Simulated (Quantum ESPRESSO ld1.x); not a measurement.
Problem. Mo2+, 40 electrons, occupied as [Ar] 3d10 4s1.5 4p6 4d4 4f0.5 (fractional occupations, a model configuration). All-electron calculation, scalar-relativistic Kohn-Sham, relativistic LDA (MacDonald-Vosko exchange, VWN5 correlation), spin-unpolarised, spherical densities, point nucleus. Program: ld1.x of Quantum ESPRESSO 7.5. Some entries of the table are withheld. Estimate them.

| orbital | occ. | eigenvalue (hartree) | <r> (bohr) | <1/r> (bohr^-1) |
|---|---|---|---|---|
| 1s | 2 | -725.500 | (1) | 43.39 |
| 2s | 2 | -103.391 | (2) | 9.776 |
| 2p | 6 | -92.6931 | (3) | 9.515 |
| 3s | 2 | -18.3445 | (4) | 3.356 |
| 3p | 6 | -14.8227 | 0.4315 | (5) |
| 3d | 10 | -9.05152 | 0.4154 | 2.968 |
| 4s | 1.5 | -3.22860 | 1.097 | 1.246 |
| 4p | 6 | -2.26894 | 1.213 | 1.110 |
| 4d | 4 | -0.92000 | 1.648 | 0.8034 |
| 5s | 0 | -0.74315 | 2.817 | 0.4609 |
| 5p | 0 | -0.54199 | 3.367 | (6) |
| 5d | 0 | -0.30179 | 5.099 | 0.2549 |
| 4f | 0.5 | -0.20919 | 5.788 | 0.2045 |
| 5f | 0 | -0.12004 | 10.18 | 0.1372 |

Solution. 
(1) 1s <r> (bohr): 0.03529
(2) 2s <r> (bohr): 0.1542
(3) 2p <r> (bohr): 0.1342
(4) 3s <r> (bohr): 0.4303
(5) 3p <1/r> (bohr^-1): 3.196
(6) 5p <1/r> (bohr^-1): 0.3837
